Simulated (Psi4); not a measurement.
A run for Psi4: SAPT0/jun-cc-pV(D+d)Z on B2H8N2 (a complex), monomers drawn apart or pushed together.

```
memory 1800 MB

molecule dimer {
0 1
B    -0.78388361    0.35517790   -0.29068245
N     0.43002975   -0.19947620    0.07791599
H    -1.08857184    0.40512841   -1.44202996
H    -1.50935764    0.78107427    0.56006377
H     0.73146079   -0.26955490    1.03818603
H     1.08551818   -0.57989317   -0.58494941
--
0 1
B     0.29397741   -0.73613872    4.98533906
N     0.03171864    0.42657821    4.27165082
H    -0.41707434   -1.68055694    4.83149006
H     1.23359339   -0.76482696    5.71929743
H     0.57466158    1.26925587    4.37193383
H    -0.75819476    0.53632750    3.65404588
units angstrom
symmetry c1
no_reorient
no_com
}

set {
  basis jun-cc-pV(D+d)Z
  scf_type df
  freeze_core true
}

energy('sapt0')
```

The log:

```
[...]
==> Input File <==

--------------------------------------------------------------------------
memory 1800 MB

molecule dimer {
0 1
B    -0.78388361    0.35517790   -0.29068245
N     0.43002975   -0.19947620    0.07791599
H    -1.08857184    0.40512841   -1.44202996
H    -1.50935764    0.78107427    0.56006377
H     0.73146079   -0.26955490    1.03818603
H     1.08551818   -0.57989317   -0.58494941
--
0 1
B     0.29397741   -0.73613872    4.98533906
N     0.03171864    0.42657821    4.27165082
H    -0.41707434   -1.68055694    4.83149006
H     1.23359339   -0.76482696    5.71929743
H     0.57466158    1.26925587    4.37193383
H    -0.75819476    0.53632750    3.65404588
units angstrom
symmetry c1
no_reorient
no_com
}

set {
  basis jun-cc-pV(D+d)Z
  scf_type df
  freeze_core true
}

energy('sapt0')
--------------------------------------------------------------------------


   => Loading Basis Set <=

    Name: JUN-CC-PV(D+D)Z
    Role: ORBITAL
    Keyword: BASIS
    atoms 1, 7      entry B          line   154 file jun-cc-pv_dpd_z.gbs
    atoms 2, 8      entry N          line   222 file jun-cc-pv_dpd_z.gbs
    atoms 3-6, 9-12 entry H          line    60 file jun-cc-pv_dpd_z.gbs

   => Loading Basis Set <=

    Name: JUN-CC-PV(D+D)Z
    Role: ORBITAL
    Keyword: BASIS
    atoms 1, 7      entry B          line   154 file jun-cc-pv_dpd_z.gbs
    atoms 2, 8      entry N          line   222 file jun-cc-pv_dpd_z.gbs
    atoms 3-6, 9-12 entry H          line    60 file jun-cc-pv_dpd_z.gbs


  //>>>>>>>>>>>>>>>>>>>>>>>>>>>>>>>>>>>//
  //              Dimer HF             //
  //<<<<<<<<<<<<<<<<<<<<<<<<<<<<<<<<<<<//

   => Libint2 <=

    Primary   basis highest AM E, G, H:  7, 6, 3
    Auxiliary basis highest AM E, G, H:  7, 7, 4
    Onebody   basis highest AM E, G, H:  -, -, -
    Solid Harmonics ordering:            Gaussian


   => Loading Basis Set <=

    Name: JUN-CC-PV(D+D)Z
    Role: ORBITAL
    Keyword: BASIS
    atoms 1, 7      entry B          line   154 file jun-cc-pv_dpd_z.gbs
    atoms 2, 8      entry N          line   222 file jun-cc-pv_dpd_z.gbs
    atoms 3-6, 9-12 entry H          line    60 file jun-cc-pv_dpd_z.gbs


         ---------------------------------------------------------
                                   SCF
               by Justin Turney, Rob Parrish, Andy Simmonett
                          and Daniel G. A. Smith
                              RHF Reference
                        1 Threads,   1716 MiB Core
         ---------------------------------------------------------

  ==> Geometry <==

    Molecular point group: c1
    Full point group: C1

    Geometry (in Angstrom), charge = 0, multiplicity = 1:

       Center              X                  Y                   Z               Mass
    ------------   -----------------  -----------------  -----------------  -----------------
         B           -0.783883610000     0.355177900000    -0.290682450000    11.009305360000
         N            0.430029750000    -0.199476200000     0.077915990000    14.003074004430
         H           -1.088571840000     0.405128410000    -1.442029960000     1.007825032230
         H           -1.509357640000     0.781074270000     0.560063770000     1.007825032230
         H            0.731460790000    -0.269554900000     1.038186030000     1.007825032230
         H            1.085518180000    -0.579893170000    -0.584949410000     1.007825032230
         B            0.293977410000    -0.736138720000     4.985339060000    11.009305360000
         N            0.031718640000     0.426578210000     4.271650820000    14.003074004430
         H           -0.417074340000    -1.680556940000     4.831490060000     1.007825032230
         H            1.233593390000    -0.764826960000     5.719297430000     1.007825032230
         H            0.574661580000     1.269255870000     4.371933830000     1.007825032230
         H           -0.758194760000     0.536327500000     3.654045880000     1.007825032230

  Running in c1 symmetry.

  Rotational constants: A =      0.50761  B =      0.02660  C =      0.02595 [cm^-1]
  Rotational constants: A =  15217.89641  B =    797.30386  C =    777.91118 [MHz]
  Nuclear repulsion =   93.270868339032390

  Charge       = 0
  Multiplicity = 1
  Electrons    = 32
  Nalpha       = 16
  Nbeta        = 16

  ==> Algorithm <==

  SCF Algorithm Type is DF.
  DIIS enabled.
  MOM disabled.
  Fractional occupation disabled.
  Guess Type is SAD.
  Energy threshold   = 1.00e-08
  Density threshold  = 1.00e-08
  Integral threshold = 1.00e-12

  ==> Primary Basis <==

  Basis Set: JUN-CC-PV(D+D)Z
    Blend: JUN-CC-PV(D+D)Z
    Number of shells: 56
    Number of basis functions: 112
    Number of Cartesian functions: 116
    Spherical Harmonics?: true
    Max angular momentum: 2

   => Loading Basis Set <=

    Name: (JUN-CC-PV(D+D)Z AUX)
    Role: JKFIT
    Keyword: DF_BASIS_SCF
    atoms 1, 7      entry B          line    90 file jun-cc-pvdz-jkfit.gbs
    atoms 2, 8  
[...]
273389   109A      5.642144   110A      6.095389
     111A     12.341971   112A     25.380241

    Final Occupation by Irrep:
              A
    DOCC [     8 ]
    NA   [     8 ]
    NB   [     8 ]

  @DF-RHF Final Energy:   -81.50253056987114

   => Energetics <=

    Nuclear Repulsion Energy =             32.2670749599189364
    One-Electron Energy =                -173.1847664482613141
    Two-Electron Energy =                  59.4151609184712370
    Total Energy =                        -81.5025305698711406

Computation Completed


Properties will be evaluated at   0.000000,   0.000000,   0.000000 [a0]

Properties computed using the SCF density matrix


 Multipole Moments:

 ------------------------------------------------------------------------------------
     Multipole            Electronic (a.u.)      Nuclear  (a.u.)        Total (a.u.)
 ------------------------------------------------------------------------------------

 L = 1.  Multiply by 2.5417464519 to convert [e a0] to [Debye]
 Dipole X            :         -4.5460058            4.3934307           -0.1525751
 Dipole Y            :          3.0963426           -2.5217387            0.5746039
 Dipole Z            :       -139.0249091          138.7153807           -0.3095284
 Magnitude           :                                                    0.6702661

 ------------------------------------------------------------------------------------

  Constructing Basis Sets for SAPT...

   => Loading Basis Set <=

    Name: (JUN-CC-PV(D+D)Z AUX)
    Role: RIFIT
    Keyword: DF_BASIS_SAPT
    atoms 1, 7      entry B          line    56 file jun-cc-pvdz-ri.gbs
    atoms 2, 8      entry N          line   144 file jun-cc-pvdz-ri.gbs
    atoms 3-6, 9-12 entry H          line    30 file jun-cc-pvdz-ri.gbs

   => Loading Basis Set <=

    Name: (JUN-CC-PV(D+D)Z AUX)
    Role: JKFIT
    Keyword: DF_BASIS_ELST
    atoms 1, 7      entry B          line    90 file jun-cc-pvdz-jkfit.gbs
    atoms 2, 8      entry N          line   202 file jun-cc-pvdz-jkfit.gbs
    atoms 3-6, 9-12 entry H          line    70 file jun-cc-pvdz-jkfit.gbs


  //>>>>>>>>>>>>>>>>>>>>>>>>>>>>>>>>>>>//
  //               SAPT0               //
  //<<<<<<<<<<<<<<<<<<<<<<<<<<<<<<<<<<<//



        SAPT0
    Ed Hohenstein
     6 June 2009

      Orbital Information
  --------------------------
    NSO        =       112
    NMO        =       112
    NRI        =       372
    NRI (Elst) =       500
    NOCC A     =         8
    NOCC B     =         8
    FOCC A     =         2
    FOCC B     =         2
    NVIR A     =       104
    NVIR B     =       104

    Elst10,r            =    -0.001205104086 [Eh]
    Exch10              =     0.000275897266 [Eh]
    Exch10 (S^2)        =     0.000275837359 [Eh]

    Maxiter = 50
    CPHF R converge = 1.000000E-08

    Iter     Energy [mEh]          dE [mEh]         Residual      Time [s]
       1      -0.03350953       0.033509529     1.093665e-03             0
       2      -0.04525509       0.011745559     2.961351e-04             0
       3      -0.04569130       0.000436215     8.750573e-05             0
       4      -0.04550214      -0.000189167     2.880401e-05             0
       5      -0.04547317      -0.000028968     8.964337e-06             0
       6      -0.04549325       0.000020078     1.958636e-06             0
       7      -0.04549293      -0.000000314     4.521489e-07             0
       8      -0.04549229      -0.000000639     6.818816e-08             0
       9      -0.04549238       0.000000089     1.180203e-08             0
      10      -0.04549237      -0.000000007     2.016312e-09             0

    CHF Iterations converged

    Maxiter = 50
    CPHF R converge = 1.000000E-08

    Iter     Energy [mEh]          dE [mEh]         Residual      Time [s]
       1      -0.07128420       0.071284203     1.392602e-03             0
       2      -0.08731559       0.016031384     5.317739e-04             0
       3      -0.08931738       0.002001789     1.417404e-04             0
       4      -0.08918944      -0.000127932     4.819716e-05             0
       5      -0.08896424      -0.000225201     8.423357e-06             0
       6      -0.08899804       0.000033793     2.337706e-06             0
       7      -0.08899845       0.000000412     5.583622e-07             0
       8      -0.08899684      -0.000001606     1.035631e-07             0
       9      -0.08899707       0.000000231     2.030513e-08             0
      10      -0.08899704      -0.000000031     3.806786e-09             0

    CHF Iterations converged

    Ind20,r (A<-B)      =    -0.000045492375 [Eh]
    Ind20,r (B<-A)      =    -0.000088997044 [Eh]
    Ind20,r             =    -0.000134489418 [Eh]
    Exch-Ind20,r (A<-B) =     0.000008737001 [Eh]
    Exch-Ind20,r (B<-A) =     0.000038641852 [Eh]
    Exch-Ind20,r        =     0.000047378853 [Eh]
    Disp20              =    -0.000599019955 [Eh]
    Disp20 (SS)         =    -0.000299509978 [Eh]
    Disp20 (OS)         =    -0.000299509978 [Eh]
    Exch-Disp20         =     0.000020964746 [Eh]
    Exch-Disp20 (SS)    =     0.000012315334 [Eh]
    Exch-Disp20 (OS)    =     0.000008649412 [Eh]

    SAPT Results
  --------------------------------------------------------------------------------------------------------
    Electrostatics                 -1.20510409 [mEh]      -0.75621423 [kcal/mol]      -3.16400034 [kJ/mol]
      Elst10,r                     -1.20510409 [mEh]      -0.75621423 [kcal/mol]      -3.16400034 [kJ/mol]

    Exchange                        0.27589727 [mEh]       0.17312815 [kcal/mol]       0.72436817 [kJ/mol]
      Exch10                        0.27589727 [mEh]       0.17312815 [kcal/mol]       0.72436817 [kJ/mol]
      Exch10(S^2)                   0.27583736 [mEh]       0.17309056 [kcal/mol]       0.72421089 [kJ/mol]

    Induction                      -0.11186743 [mEh]      -0.07019787 [kcal/mol]      -0.29370789 [kJ/mol]
      Ind20,r                      -0.13448942 [mEh]      -0.08439338 [kcal/mol]      -0.35310192 [kJ/mol]
      Exch-Ind20,r                  0.04737885 [mEh]       0.02973068 [kcal/mol]       0.12439316 [kJ/mol]
      delta HF,r (2)               -0.02475686 [mEh]      -0.01553517 [kcal/mol]      -0.06499913 [kJ/mol]

    Dispersion                     -0.57805521 [mEh]      -0.36273512 [kcal/mol]      -1.51768374 [kJ/mol]
      Disp20                       -0.59901996 [mEh]      -0.37589070 [kcal/mol]      -1.57272668 [kJ/mol]
      Exch-Disp20                   0.02096475 [mEh]       0.01315558 [kcal/mol]       0.05504293 [kJ/mol]
      Disp20 (SS)                  -0.29950998 [mEh]      -0.18794535 [kcal/mol]      -0.78636334 [kJ/mol]
      Disp20 (OS)                  -0.29950998 [mEh]      -0.18794535 [kcal/mol]      -0.78636334 [kJ/mol]
      Exch-Disp20 (SS)              0.01231533 [mEh]       0.00772799 [kcal/mol]       0.03233391 [kJ/mol]
      Exch-Disp20 (OS)              0.00864941 [mEh]       0.00542759 [kcal/mol]       0.02270903 [kJ/mol]

  Total HF                         -1.04107425 [mEh]      -0.65328395 [kcal/mol]      -2.73334006 [kJ/mol]
  Total SAPT0                      -1.61912946 [mEh]      -1.01601907 [kcal/mol]      -4.25102381 [kJ/mol]

  Special recipe for scaled SAPT0 (see Manual):
    Electrostatics sSAPT0          -1.20510409 [mEh]      -0.75621423 [kcal/mol]      -3.16400034 [kJ/mol]
    Exchange sSAPT0                 0.27589727 [mEh]       0.17312815 [kcal/mol]       0.72436817 [kJ/mol]
    Induction sSAPT0               -0.11183655 [mEh]      -0.07017850 [kcal/mol]      -0.29362682 [kJ/mol]
    Dispersion sSAPT0              -0.57804155 [mEh]      -0.36272655 [kcal/mol]      -1.51764787 [kJ/mol]
  Total sSAPT0                     -1.61908492 [mEh]      -1.01599113 [kcal/mol]      -4.25090687 [kJ/mol]
  --------------------------------------------------------------------------------------------------------



*** Psi4 exiting successfully. Buy a developer a beer!
```

The run finished.

Cost: about 7 core-seconds (a rough figure).
